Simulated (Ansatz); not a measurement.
`COB(F)[SiH2]F` + `BN[SiH3]` → `BN([SiH3])[SiH2]F` + `COBF`  (cleavage of the Si–B bond)

Calculated with Ansatz (gas phase, PBE0-D4/def2-TZVP geometries, no zero-point term in ΔE). CBS: MP2 limit from def2 TZ/QZ plus the TZ coupled-cluster correction, frozen cores. Functionals use def2-TZVPP. B3LYP here is the variant with VWN-RPA as its local correlation; programs differ in this. One conformer a species, not always the lowest.

CCSD(T)/CBS gives -92.7 kJ/mol.

Problem. Another level gave -69.7 kJ/mol. Which?
A. B3LYP-D4/def2-TZVPP
B. PBE0-D4/def2-TZVPP
C. CCSD/def2-TZVPP
D. PBE-D4/def2-TZVPP

Solution. D. PBE-D4 -69.7, PBE0-D4 -78.5, CCSD/def2-TZVPP -92.8, B3LYP-D4 -84.4 kJ/mol.

Largest T1 diagnostic among the species: 0.013.

From PBE to PBE0 (25 % exact exchange), in def2-TZVPP and without D4, ΔE moves by −9.3 kJ/mol. The D4 term adds −4.9 kJ/mol with B3LYP and −2.5 kJ/mol with PBE0; it sums over pairs of atoms, weighted by their polarisabilities, and B3LYP, whose exchange is more repulsive, gets the larger term.
